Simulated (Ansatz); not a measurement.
Relaxation of ClFH₅HfNOSi (11 atoms, charge 0, multiplicity 1), to a largest force component of 0.02 eV/Å in at most 40 steps.

Computed with Ansatz, RKS PBE/def2-SVP.

```xyz
11
Properties=species:S:1:pos:R:3:forces:R:3
Hf 0.000 0.000 0.000 -0.26 0.93 -0.80
F 0.000 0.000 1.980 0.07 -0.01 -1.50
O 1.952 0.000 -0.689 -2.51 0.20 0.96
Si 2.858 -1.376 -1.016 0.05 0.42 -0.05
H 2.027 -2.352 -1.716 -0.44 -0.61 -0.41
H 4.000 -1.020 -1.855 0.64 0.22 -0.46
H 3.337 -1.954 0.236 0.29 -0.37 0.74
N -1.041 1.803 -0.736 1.22 -1.93 0.76
H -2.061 1.748 -1.019 1.39 0.67 0.29
H -0.520 2.724 -0.806 -1.23 -0.98 -0.14
Cl -1.187 -2.056 -0.839 0.79 1.46 0.62
```

Question: Where does it end, and by what steps?

Answer: The forces met the threshold. The force dipped under the threshold on the way, but the program's further checks kept it going. After 15 steps the energy has fallen by 1.031 eV; H10 moved furthest, 1.12 Å.

```tsv
step	energy less start (eV)	largest force component (eV/Å)	accepted
0	0.0000	2.511	yes
1	-0.6960	1.446	yes
2	-0.8349	0.438	yes
3	-0.8825	0.664	yes
4	-0.9144	0.856	yes
5	-0.9839	0.229	yes
6	-1.0071	0.330	yes
7	-1.0150	0.168	yes
8	-1.0083	0.792	no
9	-1.0240	0.076	yes
10	-1.0261	0.301	yes
11	-1.0301	0.014	yes
12	-1.0304	0.047	yes
13	-1.0306	0.057	yes
14	-1.0307	0.026	yes
15	-1.0307	0.002	yes
```

```xyz
11
Properties=species:S:1:pos:R:3
Hf -0.328 -0.192 0.087
F -0.435 0.033 1.996
O 1.422 -0.742 -0.559
Si 2.929 -1.310 -1.048
H 2.748 -2.460 -1.998
H 3.673 -0.201 -1.739
H 3.712 -1.765 0.152
N -0.707 1.617 -0.743
H -1.355 2.320 -0.367
H -0.315 1.978 -1.620
Cl -1.980 -1.760 -0.622
```

Whether the end is a true minimum wasn't checked by a vibrational analysis.

Run time: 31 s on 4 threads of Intel(R) Xeon(R) CPU @ 2.60GHz (Ice Lake), with other jobs on the host, peak memory 0.26 GiB.
